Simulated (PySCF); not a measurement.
# Working out the ionisation energy of Pt

Pt [Xe] 4f14 5d9 6s1 (3D) → Pt⁺ [Xe] 4f14 5d9 (2D). Computed with PySCF 2.14 in cc-pVDZ-PP with ECP60MDF (4s4p3d1f, 38 functions), with scalar relativity through the core potential. Frozen: 5s2 5p6. Energies in hartree (1 hartree = 27.21139 eV):

```json
{"part": "UHF", "Pt (lower)": "-118.512616", "Pt⁺ (upper)": "-118.234179"}
{"part": "MP2 opposite-spin", "Pt (lower)": "-0.155183", "Pt⁺ (upper)": "-0.131808"}
{"part": "MP2 same-spin", "Pt (lower)": "-0.087864", "Pt⁺ (upper)": "-0.071206"}
```

Task: What does Hartree-Fock give?

Result: (-118.234179) − (-118.512616) = 0.278437 hartree = 7.577 eV.

Task: What do MP2 and SCS-MP2 (6/5 opposite-spin, 1/3 same-spin) give?

Result: The opposite-spin parts differ by 0.636 eV and the same-spin parts by 0.453 eV. MP2: 7.577 + (0.636) + (0.453) = 8.666 eV. SCS-MP2: 7.577 + 1.2 × (0.636) + (0.453)/3 = 8.491 eV.

Reference: 8.959 eV (measured; NIST Atomic Spectra Database, ionization energies), between the lowest levels; spin-orbit coupling is absent from the calculation.

A double-zeta basis recovers only part of the correlation energy.

What remains against the reference includes basis incompleteness, the frozen core and correlation beyond second order.
